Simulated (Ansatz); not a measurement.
Diatomic AuCl, closed-shell singlet (the spin of the measured ground state). No spin–orbit coupling.

Seven points along R, fitted to fifth degree in 1/R; most abundant isotopes. In def2 and cc sets the state is the lowest found near the PBE0 minimum, followed along R. The singlet is held restricted.

Programs: Ansatz (Gaussian basis) for Hartree–Fock, density functionals and correlated methods.  In def2 rows elements past Kr take small-core potentials, without spin–orbit coupling.

Energies at wB97X-V/def2-TZVPP:

```csv
R (Å),E (hartree)
2.065575,-595.84472899
2.121101,-595.85059307
2.172185,-595.85350202
2.229932,-595.85453192
2.287679,-595.85369120
2.354311,-595.85096322
2.432048,-595.84605746
```

Question: With a reduced mass of 29.6966 u, find the minimum, the force constant and the constants.

Answer: A fifth-degree polynomial in 1/R puts the minimum at r_e = 2.2303 Å with force constant 243 N/m. Then ω_e = (1/2πc)√(k/μ) = 373 cm⁻¹ and B_e = h/(8π²cμr_e²) = 0.1141 cm⁻¹; the cubic and quartic terms give α_e = 0.00050 and ω_e x_e = 1.1 cm⁻¹.

Ansatz is an electronic-structure program.
